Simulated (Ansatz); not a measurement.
C9H14FHfNO (`C[O][Hf]([F])([c]1ccccc1)[N](C)C`) at its PBE0-D4/def2-TZVP geometry, where that method's forces vanish. The species carries charge 0 and has multiplicity 1. Hf takes the def2 core potential.

```xyz
27

C    -3.0109   -1.4184   -1.8833
O    -2.0979   -1.1158   -0.8806
Hf   -0.8615   -0.9206    0.5669
F    -0.6334   -2.3904    1.7937
C     1.1206   -0.5248   -0.3824
C     1.3513   -0.7622   -1.7436
C     2.5947   -0.5512   -2.3242
C     3.6506   -0.0946   -1.5499
C     3.4562    0.1502   -0.1979
C     2.2082   -0.0616    0.3696
N    -1.2568    0.7731    1.5973
C    -2.0366    1.9066    1.1681
C    -0.6756    0.9593    2.9066
H    -3.3768   -2.4456   -1.7840
H    -3.8697   -0.7405   -1.8367
H    -2.5439   -1.3122   -2.8682
H     0.5423   -1.1189   -2.3766
H     2.7411   -0.7425   -3.3821
H     4.6238    0.0710   -1.9988
H     4.2785    0.5086    0.4123
H     2.0896    0.1463    1.4313
H    -2.4647    1.7302    0.1783
H    -2.8657    2.1129    1.8605
H    -1.4234    2.8170    1.1089
H    -0.1135    0.0721    3.2202
H    -1.4445    1.1393    3.6713
H     0.0176    1.8126    2.9234
```

What forces (eV/Å) does B3LYP-D4/def2-TZVPP give on these atoms in the Gaussian-basis code of Ansatz? (Estimate.)

Ansatz gave: 
```
C1  -0.238 -0.070 -0.267
O2   0.044  0.036  0.036
Hf3  0.051 -0.047 -0.011
F4   0.032 -0.178  0.143
C5  -0.018  0.002  0.008
C6  -0.151 -0.077 -0.135
C7   0.027 -0.034 -0.204
C8   0.196  0.030 -0.091
C9   0.155  0.071  0.119
C10 -0.012  0.043  0.210
N11 -0.008 -0.034 -0.022
C12 -0.175  0.228 -0.120
C13  0.142  0.016  0.289
H14  0.013  0.050 -0.011
H15  0.037 -0.037 -0.010
H16 -0.031 -0.008  0.043
H17  0.061  0.028  0.046
H18 -0.010  0.012  0.069
H19 -0.065 -0.010  0.030
H20 -0.053 -0.024 -0.040
H21  0.008 -0.015 -0.078
H22  0.019  0.020  0.055
H23  0.030  0.005 -0.035
H24 -0.037 -0.028  0.001
H25 -0.028  0.061 -0.015
H26  0.041 -0.002 -0.024
H27 -0.030 -0.038  0.013
```

B3LYP here is the variant with VWN-RPA as its local correlation; programs differ in this.
